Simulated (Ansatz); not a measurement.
Ansatz results at the PBE0-D4/def2-TZVP geometry: LUMO energy (ωB97M-V/def2-TZVPP) 2.21 eV; LUMO energy (B3LYP/def2-TZVPP) -0.12 eV; HOMO energy (PBE0/def2-TZVPP) -5.95 eV.

Each molecule was computed in one conformer, which needn't be the lowest.

Which molecule gave them?
A. `CCC(/C=C/NC)=N/C`
B. `CN/C(=C\C(=O)OC)OC`
C. `CC(C)C(=O)/C=C(\O)c1ccccc1`
D. `CC(=O)CC(C)=O`

B. The others give `CCC(/C=C/NC)=N/C`: 1.45, -0.72, -5.78; `CC(C)C(=O)/C=C(\O)c1ccccc1`: 0.09, -2.04, -6.73; `CC(=O)CC(C)=O`: 1.00, -1.52, -7.39.

B3LYP here is the variant with VWN-RPA as its local correlation; programs differ in this.
